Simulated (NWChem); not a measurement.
The numbers come from NWChem runs, not from measurements. System: H₂Ge, charge 0, spin multiplicity 1, at a geometry optimised with B3LYP/def2-SVP. The structure started from a generated list of species. Level: CCSD(T)/6-31G* (spherical d), 9 core orbitals frozen.

Input file:

```
start mol
memory heap 100 mb stack 700 mb global 1900 mb
geometry units angstroms nocenter noautoz
  Ge     0.000000     0.000000     0.066351
  H     -1.142489     0.000000    -1.061618
  H      1.142489     0.000000    -1.061618
  symmetry group C2v
end
basis spherical
  * library 6-31g*
end
scf
  rhf
  nopen 0
  maxiter 100
  thresh 1e-7
  semidirect memsize 60000000 filesize 0
end
ccsd
  freeze core 9
  maxiter 60
end
task ccsd(t) energy
```

Output (cleaned and shortened):

```
             Northwest Computational Chemistry Package (NWChem) 7.3.0
             --------------------------------------------------------

                                NWChem Input Module
                                -------------------

 Scaling coordinates for geometry "geometry" by  1.889725989
 (inverse scale =  0.529177249)

 Turning off AUTOSYM since
 SYMMETRY directive was detected!

                             Geometry "geometry" -> ""
                             -------------------------

 Output coordinates in angstroms (scale by  1.889725989 to convert to a.u.)

  No.       Tag          Charge          X              Y              Z
 ---- ---------------- ---------- -------------- -------------- --------------
    1 Ge                  32.0000     0.00000000     0.00000000     0.06635100
    2 H                    1.0000    -1.14248900     0.00000000    -1.06161800
    3 H                    1.0000     1.14248900     0.00000000    -1.06161800

 Effective nuclear repulsion energy (a.u.)      21.3263105001

            Nuclear Dipole moment (a.u.)
            ----------------------------
        X                 Y               Z
 ---------------- ---------------- ----------------
     0.0000000000     0.0000000000    -0.0000075589

      Symmetry information
      --------------------

 Group name             C2v
 Group number             16
 Group order               4
 No. of unique centers     2

      Symmetry unique atoms

     1    2


 Summary of "ao basis" -> "" (spherical)
 ------------------------------------------------------------------------------
       Tag                 Description            Shells   Functions and Types
 ---------------- ------------------------------  ------  ---------------------
 *                           6-31g*                   on all atoms

 Summary of "ao basis" -> "ao basis" (spherical)
 ------------------------------------------------------------------------------
       Tag                 Description            Shells   Functions and Types
 ---------------- ------------------------------  ------  ---------------------
[...]
task        55 out of       136 done  40%  at       0.5 secs
task        62 out of       136 done  45%  at       0.6 secs
task        68 out of       136 done  50%  at       0.6 secs
task        75 out of       136 done  55%  at       0.6 secs
task        93 out of       136 done  68%  at       0.6 secs
task        96 out of       136 done  70%  at       0.6 secs
task       102 out of       136 done  75%  at       0.6 secs
task       120 out of       136 done  88%  at       0.6 secs
task       123 out of       136 done  90%  at       0.6 secs
task       130 out of       136 done  95%  at       0.7 secs
task       136 out of       136 done 100%  at       0.7 secs
 commencing triples evaluation - blocking       1
 ccsd(t): done        1 out of       19 progress:    5.3%
 ccsd(t): done        2 out of       19 progress:   10.5%
 ccsd(t): done        3 out of       19 progress:   15.8%
 ccsd(t): done        4 out of       19 progress:   21.1%
 ccsd(t): done        5 out of       19 progress:   26.3%
 ccsd(t): done        6 out of       19 progress:   31.6%
 ccsd(t): done        7 out of       19 progress:   36.8%
 ccsd(t): done        8 out of       19 progress:   42.1%
 ccsd(t): done        9 out of       19 progress:   47.4%
 ccsd(t): done       10 out of       19 progress:   52.6%
 ccsd(t): done       11 out of       19 progress:   57.9%
 ccsd(t): done       12 out of       19 progress:   63.2%
 ccsd(t): done       13 out of       19 progress:   68.4%
 ccsd(t): done       14 out of       19 progress:   73.7%
 ccsd(t): done       15 out of       19 progress:   78.9%
 ccsd(t): done       16 out of       19 progress:   84.2%
 ccsd(t): done       17 out of       19 progress:   89.5%
 ccsd(t): done       18 out of       19 progress:   94.7%
 ccsd(t): done       19 out of       19 progress:  100.0%
 Time for integral evaluation pass     1        0.67
 Time for triples evaluation pass      1        0.06

 pseudo-e(mp4)  -0.48602971330922E-02
 pseudo-e(mp5)   0.55222943461663E-03
        e(t)    -0.43080676984755E-02

 --------------
 CCSD(T) Energy
 --------------
 Reference energy:                   -2076.183099754157411

 CCSD corr. energy:                     -0.241871605086316
 T(CCSD) corr. energy:                  -0.004860297133092
 Total CCSD+T(CCSD) energy:          -2076.429831656376791

 CCSD corr. energy:                     -0.241871605086316
 (T) corr. energy:                      -0.004308067698476
 Total CCSD(T) energy:               -2076.429279426942230

 routine      calls  cpu(0)   cpu-min  cpu-ave  cpu-max   i/o
 aoccsd          1     0.00     0.00     0.00     0.00    0.00
 iterdrv         1     0.01     0.01     0.01     0.01    0.00
 pampt          12     0.01     0.01     0.01     0.01    0.00
 t2pm           12     0.02     0.02     0.02     0.02    0.00
 sxy            12     0.03     0.03     0.03     0.03    0.00
 ints       221952     4.21     4.21     4.21     4.21    0.00
 t2eri        1632     0.23     0.23     0.23     0.23    0.00
 idx2         1632     0.07     0.07     0.07     0.07    0.00
 idx34          12     0.01     0.01     0.01     0.01    0.00
 ht2pm          12     0.02     0.02     0.02     0.02    0.00
 itm            12     0.06     0.06     0.06     0.06    0.00
 pdiis          12     0.00     0.00     0.00     0.00    0.00
 triples         1     0.00     0.00     0.00     0.00    0.00
 rdtrpo          1     0.00     0.00     0.00     0.00    0.00
 trpmos          1     0.67     0.67     0.67     0.67    0.00
 trpdrv          1     0.01     0.01     0.01     0.01    0.00
 dovvv       10944     0.02     0.02     0.02     0.02    0.00
 doooo       10944     0.01     0.01     0.01     0.01    0.00
 tengy        9728     0.02     0.02     0.02     0.02    0.00
 Total                 5.40     5.40     5.40     5.40    0.00

 Task  times  cpu:        6.4s     wall:        6.4s

 Total times  cpu:        6.4s     wall:        6.4s
```
